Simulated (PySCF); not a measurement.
# How methods differ on the excitation energy of O⁺

O⁺ [He] 2s2 2p3 (4S) → O⁺ [He] 2s2 2p2 3s1 (4P), as a difference of total energies. Computed with PySCF 2.14 in aug-cc-pVDZ-DK (4s3p2d, 23 functions), with scalar relativity by spin-free X2C-1e. Correlated levels: valence: 1s2 frozen. The calculations carry no spin-orbit coupling.

| method | excitation energy (cm⁻¹) |
| --- | --- |
| UHF | 183830 |
| MP2 (valence) | 185400 |
| CCSD (valence) | 183760 |
| CCSD(T) (valence) | 183660 |

Task: Estimate what CCSDT (valence) gives.

Result: 183630 cm⁻¹, closest to CCSD(T) (valence) among the rows shown.

Task: Estimate what SCS-MP2 (valence) gives.

Result: 184130 cm⁻¹, closest to UHF among the rows shown.

Errors of the correlated levels include the incompleteness of this basis and the frozen core.

For comparison: 185400 cm⁻¹ (measured; NIST levels, between the centres of gravity of the two terms).
